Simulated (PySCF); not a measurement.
## Converging GeI⁺ in the basis (MP2)

PySCF, RHF reference; singlet, unpaired electrons none; De to Ge⁺ + I without counterpoise correction. Frozen cores follow the default of each basis and core potential.

```csv
basis,relativity,functions,Re (Å),ωe (cm⁻¹),De (eV),frozen orbitals
cc-pVDZ-PP,scalar-relativistic core potentials,46,2.415,312,3.57,8
def2-SVP,scalar-relativistic core potentials,58,2.404,315,3.59,13
def2-TZVPPD,scalar-relativistic core potentials,113,2.378,320,4.01,13
```

How does each smaller set differ from the one with most functions, def2-TZVPPD?

cc-pVDZ-PP: +3.7 pm, -2.5 % in ωe, -0.44 eV in De; def2-SVP: +2.6 pm, -1.6 % in ωe, -0.42 eV in De. All at MP2; the set with most functions is neither the basis-set limit nor always the best.

Correlated steps freeze the inner cores (8 to 13 orbitals); shallow outer-core shells are correlated. Correlated levels converge slowly with the basis: in double zeta they bind strong bonds too weakly, by up to about 1 eV, and carry superposition errors of some tenths. Spin–orbit coupling is left out, which matters for elements this heavy, above all for dissociation energies. For an ion De counts to the pair picked by the measured ionisation energies or electron affinities, which need not be the lowest pair at this level. Where the molecule has an RHF reference, its open-shell atoms are computed with UHF.
